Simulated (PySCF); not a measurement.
## Polarisability and C₆ of Hf (hafnium, neutral)

[Xe] 4f14 5d2 6s2, high-spin 3F determinant. Computed with PySCF 2.14 in x2c-TZVPPall with one added diffuse shell each of s, p, d, f type (12s8p8d4f1g, 113 functions), with the spin-free X2C one-electron Hamiltonian (Gaussian nucleus). Coupled (time-dependent) response in atomic units; α is the mean over directions.

```json
{"method": "MN15", "mean α (bohr³)": "90.09", "C₆ (like pair)": "1141", "S(−4)": "4080"}
```

S(−4) is the Cauchy moment in α(ω) = α(0) + S(−4) ω² + …

Reference α: 103 ± 6 bohr³ (recommended; Schwerdtfeger and Nagle, table of static dipole polarizabilities (2023 update)). Published C₆: 1040 (Gould and Bucko (2016)).

Spin-orbit coupling is absent.

α(iu) at MN15:

| u (hartree) | α(iu) (bohr³) |
| --- | --- |
| 0 | 90.09 |
| 0.0500 | 81.78 |
| 0.100 | 66.45 |
| 0.200 | 41.04 |
| 0.300 | 26.92 |
| 0.500 | 14.52 |
| 0.750 | 8.653 |
| 1.00 | 5.948 |
| 1.50 | 3.438 |
| 2.00 | 2.269 |
| 3.00 | 1.201 |
| 5.00 | 0.4969 |

Spin-orbit coupling, absent here, splits the open shell strongly.
